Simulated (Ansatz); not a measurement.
A nudged elastic band was laid between two geometries of AlBrClH$_{3}$ (6 atoms, charge 0, multiplicity 1).

The calculation used RKS PBE/def2-SVP (Ansatz).

| Quantity | Value |
| --- | --- |
| movable images | 1 |
| climbing image | no |
| spring | 5.0 eV/Å² |
| optimiser | quadratic models (default) |
| start path | through a guess of the saddle point |
| force threshold | 0.05 eV/Å |
| iteration limit | 60 |
| end points | relaxed |

Image 0:

```xyz
6
Properties=species:S:1:pos:R:3
Al 0.009 -0.070 0.100
Cl 0.003 0.386 2.255
H 1.423 0.100 -0.609
H -1.418 0.007 -0.596
Br 0.096 -2.705 0.866
H 0.065 -1.747 2.001
```

Image 2:

```xyz
6
Properties=species:S:1:pos:R:3
Al 0.019 -0.430 -0.092
Cl 0.010 0.124 2.403
H 1.421 0.145 -0.573
H -1.420 0.055 -0.563
Br 0.094 -2.697 0.606
H 0.053 -1.224 2.236
```

Question: What changes between the two ends?

Answer: Bonds broken: Br5–H6. Bonds formed: Cl2–H6.

Question: What energy profile does the band end with?

Answer: The run converged. The highest image is number 1 of 0 to 2, 1.8 kJ/mol above the first end and 4.5 kJ/mol above the last; the last end lies 2.7 kJ/mol below the first. No image climbed, so the highest image needn't sit at the top of the path. So few images can step over the top or miss a turn of the path. The orbitals stay closed-shell, which can raise the energy where a bond breaks towards radicals; this wasn't checked here.

```csv
image,path coordinate (Å),energy (kJ/mol),Br5–H6 (Å),Cl2–H6 (Å)
0,0.00,0.0,1.49,2.15
1,0.45,1.8,1.70,1.62
2,0.90,-2.7,2.20,1.36
```

Question: What is the geometry of the highest image?

Answer: 
```xyz
6
Properties=species:S:1:pos:R:3
Al 0.014 -0.255 0.036
Cl 0.009 0.162 2.326
H 1.429 0.114 -0.585
H -1.425 0.029 -0.573
Br 0.093 -2.655 0.823
H 0.058 -1.423 1.991
```

The run took 14 s on 1 thread of Arm Neoverse V2, with other jobs on the host, peak memory 0.12 GiB.
